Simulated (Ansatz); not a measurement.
Ansatz (a first-principles code) input:
A basis named .json is the Basis Set Exchange file of that set.

Ansatz 0.2 input:
```yaml
crystal:
  periodic: [false, false, false]
  atoms:
    - {symbol: Zn, position_ang: [-0.00000000, -0.00000000, -0.74981373]}
    - {symbol: Cl, position_ang: [0.00000000, 0.00000000, 1.32320071]}
basis:
  gaussian:
    orbitals: def2-QZVPP.json
    fitting: {mean_field: def2-universal-jkfit, correlation: def2-QZVPP-RIFIT.json}
total_charge: 1
magnetization: {spin_polarized: false}
correlation: {method: mp2, electrons: outside_noble_gas}
```

### Question
What final total energy does it print?

### Answer
-2237.80814 Eh (RI-MP2/def2-QZVPP). The basis has 170 functions.
